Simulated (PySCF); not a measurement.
PySCF job for diarsenic anion (As2), SMILES [As]#[As] (connectivity only; charge and spin as stated), charge -1, multiplicity 2, C-PCM-PBE0/def2-TZVPD. Geometry optimised at r2SCAN-D4/def2-TZVPD. The multiplicity is an assumed one; other spin states were not compared.

```python
import numpy as np
from pyscf import gto, scf, dft
from pyscf.solvent import pcm

mol = gto.M(
    atom='''
    As    0.00000000    0.00000000   -1.09154214
    As    0.00000000    0.00000000    1.09154214
    ''',
    basis='def2-TZVPD',
    charge=-1,
    spin=1,
    max_memory=1600,
    verbose=3,
)
mf = dft.UKS(mol, xc='pbe0').density_fit(auxbasis='def2-universal-jkfit')
mf.grids.level = 3
mf.conv_tol = 1e-9
mf.max_cycle = 100
mf.kernel()
fine, coarse = mf.grids, dft.Grids(mol).set(level=1).build(with_non0tab=True)
for _ in range(3):  # follow internal instabilities
    mf.grids = coarse
    mo, _, stable, _ = mf.stability(return_status=True, nroots=4)
    mf.grids = fine
    if stable:
        break
    mf.kernel(mf.make_rdm1(mo, mf.mo_occ))
res = {}
for name, eps in {'water': 78.355, 'n-hexane': 1.8819, 'dichloromethane': 8.93}.items():
    s = mf.PCM()
    s.with_solvent.method, s.with_solvent.eps, s.with_solvent.lebedev_order = 'C-PCM', eps, 29
    s.kernel(mf.make_rdm1())
    res[name] = (s.e_tot, eps, s.dip_moment(), s.mo_energy, s.converged)
    print(f'{name}: electrostatic solvation free energy {(s.e_tot - mf.e_tot) * 627.509474:.3f} kcal/mol')
```

Output:

```

WARN: HOMO -0.143226852196793 >= LUMO -0.14322685219679

converged SCF energy = -4471.2460213592  <S^2> = 0.7552038  2S+1 = 2.005197
<class 'pyscf.df.df_jk.DFUKS'> wavefunction is stable in the internal stability analysis

WARN: PCM is an experimental feature. It is still in testing.
Features and APIs may be changed in the future.

converged SCF energy = -4471.33381723301  <S^2> = 0.75534431  2S+1 = 2.0053372

WARN: System has nonzero charge -1; the dipole moment is origin-dependent.
Location of origin: [0. 0. 0.]

Dipole moment(X, Y, Z, Debye): -0.00000,  0.00000,  0.00000
water: electrostatic solvation free energy -55.093 kcal/mol

WARN: PCM is an experimental feature. It is still in testing.
Features and APIs may be changed in the future.

converged SCF energy = -4471.28734722713  <S^2> = 0.75526921  2S+1 = 2.0052623

WARN: System has nonzero charge -1; the dipole moment is origin-dependent.
Location of origin: [0. 0. 0.]

Dipole moment(X, Y, Z, Debye): -0.00000, -0.00000,  0.00000
n-hexane: electrostatic solvation free energy -25.932 kcal/mol

WARN: PCM is an experimental feature. It is still in testing.
Features and APIs may be changed in the future.

converged SCF energy = -4471.32486282106  <S^2> = 0.75532954  2S+1 = 2.0053225

WARN: System has nonzero charge -1; the dipole moment is origin-dependent.
Location of origin: [0. 0. 0.]

Dipole moment(X, Y, Z, Debye):  0.00000,  0.00000,  0.00000
dichloromethane: electrostatic solvation free energy -49.474 kcal/mol
```

Self-consistency was reached.

Cost: about 60 core-seconds (a rough figure).
